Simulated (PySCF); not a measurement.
CH7FOSi2, SMILES CO[Si@@H](F)[SiH3]. Heavy atoms are numbered as in [CH3:1][O:2][Si@@H:3]([F:4])[SiH3:5]. Hydrogens are named by the atom that carries them.

Coordinates come from a B3LYP-D3(BJ)/def2-SVP optimisation. The structure was generated by enumeration; whether it is a known compound was not checked. One conformer was computed; it need not be the lowest.

Calculation: PySCF with PBE/def2-TZVP.

ESP charges are fitted to the potential on shells at 1.4 to 2.0 van der Waals radii. Atomic charges (e), one atom of each kind:

```
atom        Mulliken    IAO  ESP fit
----------  --------  -----  -------
C1 (CH3)       -0.22  -0.22    -0.30
O2             -0.29  -0.61    -0.24
Si3 (SiH)       0.52   1.10     0.54
F4             -0.29  -0.52    -0.25
Si5 (SiH3)     -0.01   0.21    -0.10
H on C1         0.11   0.13     0.12
H on Si3       -0.06  -0.16    -0.09
H on Si5        0.00  -0.08     0.02
```

Computed Mayer and Wiberg (Löwdin basis) orders of the bonds:
| bond | Mayer | Wiberg |
|---|---|---|
| C1–O2 | 0.97 | 1.52 |
| O2–Si3 | 1.23 | 1.61 |
| Si3–F4 | 1.12 | 1.70 |
| Si3–Si5 | 0.93 | 1.11 |
